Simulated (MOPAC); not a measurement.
MOPAC input (AM1):

```
AM1 1SCF CHARGE=-1 GEO-OK AUX(PRECISION=9) THREADS=1
CH6ClSi2

Si   -2.63828400 1    0.04699600 1    0.10432200 1
C    -0.81692000 1    0.88343600 1    0.12265900 1
Si    0.38070000 1   -0.48521800 1    0.00897700 1
Cl    2.47104000 1    0.13331100 1   -0.12376600 1
H    -2.52436900 1   -0.52791000 1   -1.31643900 1
H    -2.21973000 1   -1.27947900 1    0.77221800 1
H    -0.73880700 1    1.56994600 1   -0.72284900 1
H    -0.67623500 1    1.46030600 1    1.03906000 1
H     0.24365900 1   -1.31466900 1   -1.20548800 1
H     0.41549800 1   -1.33998600 1    1.21537400 1
```

From the output:

```
                                                       MOPAC v23.2.5 Linux

          FINAL HEAT OF FORMATION =        -55.55422 KCAL/MOL =    -232.43885 KJ/MOL

          COSMO AREA              =        149.80 SQUARE ANGSTROMS
          COSMO VOLUME            =        148.44 CUBIC ANGSTROMS

          IONIZATION POTENTIAL    =          2.077930 EV
          HOMO LUMO ENERGIES (EV) =         -2.078  3.442
          NO. OF FILLED LEVELS    =         13
          MOLECULAR WEIGHT        =        109.6824         POINT GROUP:  C1

          MOLECULAR DIMENSIONS (Angstroms)

            Atom       Atom       Distance
            H     5   Cl     4     5.17820
            H     8    H     9     3.68571
            H    10    H     7     3.23597

          SCF CALCULATIONS        =          1

   ATOM   CHEMICAL          X               Y               Z
  NUMBER   SYMBOL      (ANGSTROMS)     (ANGSTROMS)     (ANGSTROMS)

     1      Si         -2.63828400  *   0.04699600  *   0.10432200  *
     2       C         -0.81692000  *   0.88343600  *   0.12265900  *
     3      Si          0.38070000  *  -0.48521800  *   0.00897700  *
     4      Cl          2.47104000  *   0.13331100  *  -0.12376600  *
     5       H         -2.52436900  *  -0.52791000  *  -1.31643900  *
     6       H         -2.21973000  *  -1.27947900  *   0.77221800  *
     7       H         -0.73880700  *   1.56994600  *  -0.72284900  *
     8       H         -0.67623500  *   1.46030600  *   1.03906000  *
     9       H          0.24365900  *  -1.31466900  *  -1.20548800  *
    10       H          0.41549800  *  -1.33998600  *   1.21537400  *

                             CARTESIAN COORDINATES

   1   Si       -2.638284000     0.046996000     0.104322000
   2    C       -0.816920000     0.883436000     0.122659000
   3   Si        0.380700000    -0.485218000     0.008977000
   4   Cl        2.471040000     0.133311000    -0.123766000
   5    H       -2.524369000    -0.527910000    -1.316439000
   6    H       -2.219730000    -1.279479000     0.772218000
   7    H       -0.738807000     1.569946000    -0.722849000
   8    H       -0.676235000     1.460306000     1.039060000
   9    H        0.243659000    -1.314669000    -1.205488000
  10    H        0.415498000    -1.339986000     1.215374000

           Empirical Formula: C H6 Si2 Cl  =    10 atoms

      MOLECULAR POINT GROUP   :   C1

                  EIGENVALUES
 -32.37495 -23.86122 -12.57066 -10.67176 -10.56734  -9.20711  -8.99456  -8.24726
  -7.53872  -7.48125  -6.16227  -5.82418  -2.07793   3.44183   5.17798   5.24337
   5.85943   6.53122   6.79399   8.01062   8.73836   9.36207

              NET ATOMIC CHARGES AND DIPOLE CONTRIBUTIONS

  ATOM NO.   TYPE          CHARGE      No. of ELECS.   s-Pop       p-Pop
    1         Si          -0.105731        4.1057     1.15150     2.95423
    2          C          -0.661893        4.6619     1.29355     3.36834
    3         Si           0.974546        3.0255     0.87390     2.15155
    4         Cl          -0.462675        7.4627     1.98311     5.47957
    5          H          -0.234870        1.2349     1.23487
    6          H          -0.243380        1.2434     1.24338
    7          H           0.081361        0.9186     0.91864
    8          H           0.079907        0.9201     0.92009
    9          H          -0.210662        1.2107     1.21066
   10          H          -0.216603        1.2166     1.21660
 DIPOLE           X         Y         Z       TOTAL
 POINT-CHG.     4.831     0.659     0.530     4.904
 HYBRID         3.347    -1.169    -0.939     3.667
 SUM            8.177    -0.510    -0.409     8.203

          ATOMIC ORBITAL ELECTRON POPULATIONS

     Atom    s        px        py        pz
    1 Si   1.15150   1.21254   0.90417   0.83753
    2  C   1.29355   1.22730   1.10868   1.03236
    3 Si   0.87390   0.57459   0.79085   0.78612
    4 Cl   1.98311   1.54635   1.95154   1.98167
    5  H   1.23487
    6  H   1.24338
    7  H   0.91864
    8  H   0.92009
    9  H   1.21066
   10  H   1.21660

 **********************
 *                    *
 * JOB ENDED NORMALLY *
 *                    *
 **********************

 == MOPAC DONE ==
```

The dipole moment of an ion depends on the origin.

The geometry given is a B3LYP-D3(BJ)/def2-TZVP minimum.
